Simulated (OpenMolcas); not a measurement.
Nb2+ (d3) among equal point charges was computed by CASSCF with the d shell active (OpenMolcas, ANO-RCC-VDZP on the metal). Its lowest spin-free states, and all those of the highest spin:

```json
{"2S+1": "4", "Degeneracy": "1", "E (cm-1)": "0.0"}
{"2S+1": "2", "Degeneracy": "2", "E (cm-1)": "11734"}
{"2S+1": "2", "Degeneracy": "3", "E (cm-1)": "12320"}
{"2S+1": "4", "Degeneracy": "3", "E (cm-1)": "13097"}
{"2S+1": "2", "Degeneracy": "3", "E (cm-1)": "17357"}
{"2S+1": "4", "Degeneracy": "3", "E (cm-1)": "19563"}
{"2S+1": "2", "Degeneracy": "1", "E (cm-1)": "22749"}
{"2S+1": "2", "Degeneracy": "3", "E (cm-1)": "25307"}
{"2S+1": "2", "Degeneracy": "3", "E (cm-1)": "25492"}
{"2S+1": "2", "Degeneracy": "2", "E (cm-1)": "26441"}
{"2S+1": "2", "Degeneracy": "3", "E (cm-1)": "30356"}
{"2S+1": "4", "Degeneracy": "3", "E (cm-1)": "30840"}
```

Is the site octahedral, tetrahedral or cube-like, axial, or of lower symmetry?

The states with 2S+1 = 4 have orbital degeneracies 1, 3, 3, 3. Threefold states need a cubic site. For d3 at this spin an octahedron puts the single A2 below the threefold T2 and a tetrahedron or cube puts the threefold T1 below the threefold T2, so the site is octahedral. The first gap at this spin, 13100 cm-1, is |10Dq| in ligand-field theory. The run had Nb2+ among 6 point charges of -1.5 e arranged as an octahedron (Oh), 2.15 Å from the ion.

Without dynamic correlation the repulsion within the d shell is too large (B by tens of per cent), so at a given field states of lower spin stand too high. This is an electrostatic model: the charges have no orbitals. No measured value stands beside these numbers.
